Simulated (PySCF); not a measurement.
Energy of La²⁺ (lanthanum, charge +2) between two integer charges

The 5d alpha orbital of [Xe] 5d1 is emptied in steps (occupation f), with all orbitals relaxed, ending at [Xe]. Computed with PySCF 2.14 in def2-TZVPPD with the def2 core potential (46 electrons), with scalar relativity through the core potential. The exact energy is a straight line in f; departures are measured from the line between the end points of the same method.

| f | BHandHLYP (eV) | wB97X (eV) | r2SCAN0 (eV) |
| --- | --- | --- | --- |
| 1 | 0.000 | 0.000 | 0.000 |
| 0.9 | -0.174 | -0.060 | -0.243 |
| 0.7 | -0.405 | -0.141 | -0.560 |
| 0.5 | -0.482 | -0.167 | -0.655 |
| 0.3 | -0.405 | -0.139 | -0.536 |
| 0.1 | -0.174 | -0.059 | -0.222 |
| 0 | 0.000 | 0.000 | 0.000 |

```json
{"method": "BHandHLYP", "E(f=0) − E(f=1) (eV)": "18.908", "−ε at f=1 (eV)": "16.978", "−ε at f=0.5 (eV)": "18.908"}
{"method": "wB97X", "E(f=0) − E(f=1) (eV)": "18.685", "−ε at f=1 (eV)": "18.015", "−ε at f=0.5 (eV)": "18.690"}
{"method": "r2SCAN0", "E(f=0) − E(f=1) (eV)": "18.979", "−ε at f=1 (eV)": "16.267", "−ε at f=0.5 (eV)": "19.049"}
```

Orbital energy along the path (eV):

```json
{"f": "1", "BHandHLYP": "-16.978", "wB97X": "-18.015", "r2SCAN0": "-16.267"}
{"f": "0.9", "BHandHLYP": "-17.364", "wB97X": "-18.149", "r2SCAN0": "-16.832"}
{"f": "0.7", "BHandHLYP": "-18.137", "wB97X": "-18.418", "r2SCAN0": "-17.953"}
{"f": "0.5", "BHandHLYP": "-18.908", "wB97X": "-18.690", "r2SCAN0": "-19.049"}
{"f": "0.3", "BHandHLYP": "-19.678", "wB97X": "-18.957", "r2SCAN0": "-20.078"}
{"f": "0.1", "BHandHLYP": "-20.451", "wB97X": "-19.213", "r2SCAN0": "-21.007"}
{"f": "0", "BHandHLYP": "-20.844", "wB97X": "-19.328", "r2SCAN0": "-21.353"}
```

Reference removal energy between the ground levels: 19.177 eV (measured; NIST Atomic Spectra Database, ionization energies). The calculation has no spin-orbit coupling.
